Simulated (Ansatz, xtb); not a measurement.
**BH6O3P: which of two structures lies lower**

Structure I is `[BH3-][P+](O)(O)O`, a singlet and structure II is a singlet given by its coordinates. Both are isolated molecules in the gas phase, relaxed with PBE0-D4/def2-SVP; the shapes shown needn't be the lowest conformers.

I (Å):

```xyz
11

B    -2.2915    0.3449    0.6764
O     0.3867   -0.0001   -0.5191
O     0.4168    0.3439    1.9272
O    -0.4162   -1.8481    1.0724
P    -0.5329   -0.2587    0.7688
H    -2.2652    1.5300    0.4058
H    -2.6791    0.1019    1.8147
H    -2.8274   -0.3662   -0.1608
H     1.3095   -0.2628   -0.3934
H    -0.0562    0.4592    2.7617
H    -1.2108   -2.3099    0.7721
```

II (Å):

| atom | x (Å) | y (Å) | z (Å) |
| --- | --- | --- | --- |
| B | -0.8834 | 0.5516 | -1.1750 |
| O | -2.1315 | 1.0685 | -1.0703 |
| O | -0.6468 | -0.7448 | -0.8569 |
| O | 1.1358 | -0.5295 | 0.6292 |
| P | 0.9411 | -1.4100 | -0.7448 |
| H | -2.7420 | 0.4092 | -0.7184 |
| H | -0.0116 | 1.2864 | -1.5940 |
| H | 1.2888 | -0.9206 | -2.0311 |
| H | 2.2785 | -1.9832 | -0.5583 |
| H | 0.3522 | -2.6947 | -0.8122 |
| H | 2.0150 | -0.6984 | 0.9905 |

Close contacts (Å): B1–O2 1.35, B1–O3 1.36, O3–P5 1.73, O4–P5 1.64, B1–H7 1.21, O2–H6 0.97, O4–H11 0.97, P5–H8 1.42, P5–H9 1.47, P5–H10 1.41.

Problem. Estimate E(II) − E(I) at the level CCSD(T)/def2-SVP + ΔMP2/def2-TZVPP.

Solution. Calculated at CCSD(T)/def2-SVP + ΔMP2/def2-TZVPP: E(II) − E(I) = −5.0 kcal/mol, so structure II lies lower.

How the difference moves with the method:

```tsv
level	geometry	E(II) − E(I) (kcal/mol)	departure from the last row (kcal/mol)	job, with rough time for the two
PBE0-D4/def2-SVP	PBE0-D4/def2-SVP	−8.1	−3.1	optimisation, 49 s
HF/def2-SVP	PBE0-D4/def2-SVP	−15.3	−10.3	part of the CCSD(T) run
MP2/def2-SVP	PBE0-D4/def2-SVP	−13.7	−8.7	part of the CCSD(T) run
CCSD(T)/def2-SVP	PBE0-D4/def2-SVP	−14.2	−9.2	single point
CCSD(T)/def2-SVP + ΔMP2/def2-TZVPP	PBE0-D4/def2-SVP	−5.0		single point, 25 s
```

None of the levels shown reverses the order. The largest departure from CCSD(T)/def2-SVP + ΔMP2/def2-TZVPP is that of HF/def2-SVP, 10.3 kcal/mol. Levels run at GFN2-xTB geometries aren't shown. The last row adds to CCSD(T) the change of the MP2 difference between the two basis sets, here +9.2 kcal/mol, a large step that makes the value less sure.

With harmonic frequencies from PBE0-D4/def2-SVP (ideal gas, rigid rotor, one conformer each, 298.15 K, 1 atm): on the last row, ΔE + ΔZPE = −3.0, ΔH = −3.7, ΔG = −2.9 kcal/mol.

The correlated steps freeze 9 core orbitals. Codes used: Ansatz 0.2.0; the last row on 2 threads of Arm Neoverse V2 on a shared host.
